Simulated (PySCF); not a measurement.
Si2PH6N

The system: Si2PH6N, a silylene (divalent Si1, bonded to 1 N + 1 P); neutral, singlet. The structure, one conformer, was relaxed in the gas phase by PBE0-D3(BJ)/def2-SVP. No frequency run checks that it is a minimum.

SMILES: N[Si]P[SiH3]

```xyz
10

Si    1.440    0.941    0.866
N     2.009   -0.020   -0.446
P    -0.223   -0.513    1.528
Si   -1.470   -0.108   -0.307
H     2.774    0.306   -1.030
H     1.684   -0.938   -0.738
H    -0.901    0.437    2.352
H    -1.298    1.267   -0.879
H    -1.057   -1.090   -1.356
H    -2.916   -0.306    0.011
```
(Å; atoms numbered from 1)

Shieldings: GIAO PBE0/pcSseg-2. Shifts are against computed references at the same level: H TMS (σ 31.24 ppm), Si TMS (σ 341.3 ppm). Core levels by delta-SCF with SCAN, pcX-2 on the ionised atom and pcseg-1 elsewhere, spin-free X2C (2p3/2 is the spin-free 2p value less a third of a first-order spin-orbit splitting); from the vacuum level, for chosen atoms.

(1) Give the NMR and core-level values of the distinct atoms.

(2) By CAM-B3LYP/def2-SVPD (TDDFT singlets, Tamm-Dancoff triplets, ionisation by delta-SCF), where does absorption start, and what does vertical ionisation take?

Answers

(1) 
```tsv
atoms	bonded to	σ (ppm)	δ (ppm)	core level (eV)
Si1	1 N + 1 P	19.0	322.3	2p3/2 106.74
N2	1 Si + 2 H	108.7	-	1s 404.99
P3	2 Si + 1 H	513.9	-	2p3/2 135.44
Si4	1 P + 3 H	436.6	-95.3	2p3/2 106.68
H5	1 N	26.04	5.20	-
H6	1 N	25.85	5.40	-
H7	1 P	29.21	2.03	-
H8 H9 H10	1 Si	27.34	3.91	-
```

Values are those of this one static structure, with the three H of a rotating XH3 group averaged; atoms that internal rotation interchanges would show their mean in an NMR spectrum.

(2) The lowest singlet lies at 3.38 eV (f 0.012), the strongest of the first 6 at 6.20 eV (f 0.228), the lowest triplet at 2.31 eV; vertical ionisation takes 8.12 eV.

The 3 runs behind this took 84 s in all, one thread each of Arm Neoverse V2 on a shared host, launched as `OMP_NUM_THREADS=1 python cluster_run.py task.json out`.
